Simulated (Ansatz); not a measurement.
Cost and result for the atomization energy of CH9AlN2Si (`N[SiH2]N[CH2][AlH2]`) (14 atoms, 13 bonds).

Z-matrix (Å, degrees):
```
Si
N 1 1.713
N 1 1.712 2 108.2
H 1 1.494 2 103.9 3 125.2
H 1 1.495 2 116.9 3 -116.8
C 2 1.455 1 124.3 3 -159.5
H 2 1.008 1 117.6 3 40.4
H 3 1.006 1 120.4 2 -145.5
H 3 1.006 1 122.0 2 62.9
Al 6 1.962 2 114.4 1 169.6
H 6 1.100 2 109.6 1 49.8
H 6 1.105 2 113.2 1 -65.7
H 10 1.592 6 118.8 2 9.2
H 10 1.589 6 120.5 2 -172.0
```

Total charge 0; spin multiplicity 1. Geometry: relaxed with PBE0-D4/def2-TZVP. It is one conformer, not always the lowest. Program: Ansatz. All runs use 4 threads of an Intel Xeon Platinum 8375C on a shared host. Times are those of one run each, without the atoms' runs, and a repeat can differ threefold. Electronic energies, without spin–orbit coupling; frozen cores. CCSD(T)/CBS adds CCSD(T) − MP2 in def2-TZVPP to the MP2 limit, and its time is that of the two runs behind it. T1 = 0.010. B3LYP takes the VWN-RPA correlation (the form of Gaussian; ORCA's B3LYP/G).

CCSD(T)/CBS is a level of theory with its own doubt, some kJ/mol a heavy atom from the limit and from the frozen cores, so smaller differences don't rank the functionals.

```tsv
level	functions	wall time	atomization (kcal/mol)	difference from CCSD(T)/CBS	per bond
PBE-D4/def2-TZVPP (with forces)	303	2.8 s	1105.2	6.0	0.5
PBE0-D4/def2-TZVPP	303	3.4 s	1090.6	-8.6	-0.7
r2SCAN-D4/def2-TZVPP (with forces)	303	4.5 s	1092.9	-6.3	-0.5
B3LYP-D4/def2-TZVPP (with forces)	303	5.5 s	1101.7	2.5	0.2
B2PLYP/def2-TZVPP	303	6 s	1085.3	-13.9	-1.1
ωB97X-V/def2-TZVPP	303	7.5 s	1105.6	6.4	0.5
ωB97M-V/def2-TZVPP (with forces)	303	11 s	1103.3	4.1	0.3
MP2/def2-QZVPP	581	25 s	1091.7	-7.5	-0.6
CCSD(T)/def2-TZVPP	303	5.9 min	1065.7	-33.5	-2.6
CCSD(T)/CBS(def2)	–	6.3 min	1099.2	0.0	0.0
```

From PBE to PBE0 (25 % exact exchange), in def2-TZVPP and without D4, the atomization energy moves by −13.6 kcal/mol: exact exchange takes away binding that semilocal exchange gives to molecules. The D4 term adds +10.9 kcal/mol with B3LYP and +5.8 kcal/mol with PBE0; it sums over pairs of atoms, weighted by their polarisabilities, and B3LYP, whose exchange is more repulsive, gets the larger term. In def2-TZVPP, CCSD(T) changes the Hartree–Fock value by +283.3 kcal/mol (the triples alone add +13.6 kcal/mol) and MP2 by +289.1 kcal/mol; breaking electron pairs costs correlation energy, which Hartree–Fock lacks.
